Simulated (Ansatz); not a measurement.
Frontier orbitals of `N[SiH2]BF`.

Total charge 0; spin multiplicity 1. The geometry is a stationary point of PBE0-D4/def2-TZVP. It is one conformer, not always the lowest. Basis def2-TZVPP, the Gaussian-basis code of Ansatz.

| functional | HOMO (eV) | LUMO (eV) | gap (eV) |
| --- | --- | --- | --- |
| PBE | -5.97 | -2.56 | 3.41 |
| r2SCAN | -6.27 | -2.25 | 4.02 |
| PBE0 | -7.37 | -1.57 | 5.80 |
| B3LYP | -7.15 | -1.79 | 5.36 |
| HSE06 (plane-wave form) | -6.96 | -1.96 | 5.00 |
| BHLYP | -8.70 | -0.52 | 8.18 |
| CAM-B3LYP | -8.79 | -0.43 | 8.36 |
| ωB97M-V | -9.67 | 0.43 | 10.10 |

A quarter of exact exchange (PBE0) shifts PBE's HOMO by −1.40 eV and its LUMO by +0.99 eV; full exchange at long range (ωB97M-V) shifts them by −3.70 and +2.99 eV. The gap opens from 3.41 to 10.10 eV, since occupied levels lose self-interaction and empty ones feel all the electrons. A positive LUMO is unbound and depends on the basis.

B3LYP here is the variant with VWN-RPA as its local correlation; programs differ in this.
